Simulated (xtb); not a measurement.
I4Ta (SMILES [I][Ta]([I])([I])[I]), doublet, from a rough starting geometry (GFN-xTB shapes and energies of metal compounds can be far from the true ones) (the multiplicity is a formal guess); GFN2-xTB in xtb.

xtb was given this input:
```
$ xtb mol.xyz --gfn 2 --uhf 1 --opt vtight --json

# file mol.xyz
5

Ta    -0.00582353     0.00718261    -0.01468641
I      2.17504035    -0.57703937    -1.50167799
I      0.84611289     0.40670893     2.50790047
I     -1.15035156     2.27420114    -0.95389482
I     -1.76274659    -1.97007609    -0.08911453
```

### Question
What does xtb print? Leave out banner, timings and long lists.

### Answer

```
   ID    Z sym.   atoms
    1   73 Ta     1
    2   53 I      2-5

           -------------------------------------------------
          |                Calculation Setup                |
           -------------------------------------------------

           -------------------------------------------------
          |                 G F N 2 - x T B                 |
           -------------------------------------------------

          ...................................................
          :                      SETUP                      :
          :.................................................:
          :  # basis functions                  50          :
          :  # atomic orbitals                  45          :
          :  # shells                           15          :
          :  # electrons                        33          :
          :  max. iterations                   250          :
          :  Hamiltonian                  GFN2-xTB          :
          :  restarted?                      false          :
          :  GBSA solvation                  false          :
          :  PC potential                    false          :
          :  electronic temp.          300.0000000     K    :
          :  accuracy                    1.0000000          :
          :  -> integral cutoff          0.2500000E+02      :
          :  -> integral neglect         0.1000000E-07      :
          :  -> SCF convergence          0.1000000E-05 Eh   :
          :  -> wf. convergence          0.1000000E-03 e    :
          :  Broyden damping             0.4000000          :
          :  net charge                          0          :
          :  unpaired electrons                  1          :
          ...................................................

 iter      E             dE          RMSdq      gap      omega  full diag
   1    -15.8678984 -0.158679E+02  0.191E+01    0.01       0.0  T
   2    -15.8762489 -0.835054E-02  0.181E+01    0.00       1.0  T
   3    -17.2894608 -0.141321E+01  0.102E+01    0.00       1.0  T
   4    -17.1425407  0.146920E+00  0.127E+01    0.00       1.0  T
   5    -17.4407609 -0.298220E+00  0.243E+00    0.01       1.0  T
   6    -17.4531097 -0.123488E-01  0.850E-01    0.01       1.0  T
   7    -17.4512946  0.181510E-02  0.956E-01    0.01       1.0  T
   8    -17.4535150 -0.222032E-02  0.467E-01    0.01       1.0  T
   9    -17.4540652 -0.550285E-03  0.710E-02    0.01       1.0  T
[...]
 * total energy  :   -17.4227838 Eh     change       -0.8322163E-02 Eh
 * total energy  :   -17.3919157 Eh     change        0.3086814E-01 Eh
 * total energy  :   -17.4262965 Eh     change       -0.3438082E-01 Eh
 * total energy  :   -17.4246836 Eh     change        0.1612862E-02 Eh
 * total energy  :   -17.4260589 Eh     change       -0.1375248E-02 Eh
 * total energy  :   -17.4246403 Eh     change        0.1418558E-02 Eh
 * total energy  :   -17.4262104 Eh     change       -0.1570062E-02 Eh
 * total energy  :   -17.4259175 Eh     change        0.2928238E-03 Eh
 * total energy  :   -17.4267910 Eh     change       -0.8734290E-03 Eh
 * total energy  :   -17.4267974 Eh     change       -0.6456774E-05 Eh
 * total energy  :   -17.4268029 Eh     change       -0.5487357E-05 Eh
 * total energy  :   -17.4268030 Eh     change       -0.4574484E-07 Eh
   *** GEOMETRY OPTIMIZATION CONVERGED AFTER 14 ITERATIONS ***
         :: total energy             -17.426802960814 Eh    ::
[...]
       ...                                ...                  ...
        45                          2.2224877              60.4770
      -------------------------------------------------------------
                  HL-Gap            0.0000069 Eh            0.0002 eV
             Fermi-level           -0.3936133 Eh          -10.7108 eV

     #   Z          covCN         q      C6AA      α(0)
     1  73 Ta       3.253     0.709   240.070    29.676
     2  53 I        0.822    -0.177   384.844    33.866
     3  53 I        0.822    -0.177   384.843    33.866
     4  53 I        0.822    -0.177   384.841    33.866
     5  53 I        0.822    -0.177   384.844    33.866

 Mol. C6AA /au·bohr⁶  :       8825.000085
 Mol. C8AA /au·bohr⁸  :     918820.068406
 Mol. α(0) /au        :        165.139100

Wiberg/Mayer (AO) data.
largest (>0.10) Wiberg bond orders for each atom

 ---------------------------------------------------------------------------
     #   Z sym  total        # sym  WBO       # sym  WBO       # sym  WBO
 ---------------------------------------------------------------------------
     1  73 Ta   4.507 --     4 I    1.127     3 I    1.127     2 I    1.127
                             5 I    1.127
     2  53 I    1.303 --     1 Ta   1.127
     3  53 I    1.303 --     1 Ta   1.127
     4  53 I    1.303 --     1 Ta   1.127
     5  53 I    1.303 --     1 Ta   1.127
 ---------------------------------------------------------------------------

Topologies differ in total number of bonds
Writing topology from bond orders to xtbtopo.mol

molecular dipole:
                 x           y           z       tot (Debye)
 q only:       -0.000       0.000      -0.000
   full:       -0.000       0.000      -0.000       0.001
molecular quadrupole (traceless):
                xx          xy          yy          xz          yz          zz
 q only:       -0.007      -0.000       0.005      -0.003       0.001       0.002
  q+dip:       -0.017       0.001       0.012      -0.008       0.005       0.005
   full:       -0.016       0.000       0.011      -0.007       0.004       0.004

optimized geometry written to: xtbopt.xyz

           -------------------------------------------------
          | TOTAL ENERGY              -17.426802960814 Eh   |
          | GRADIENT NORM               0.000031025712 Eh/α |
          | HOMO-LUMO GAP               0.000188098389 eV   |
           -------------------------------------------------

normal termination of xtb
```
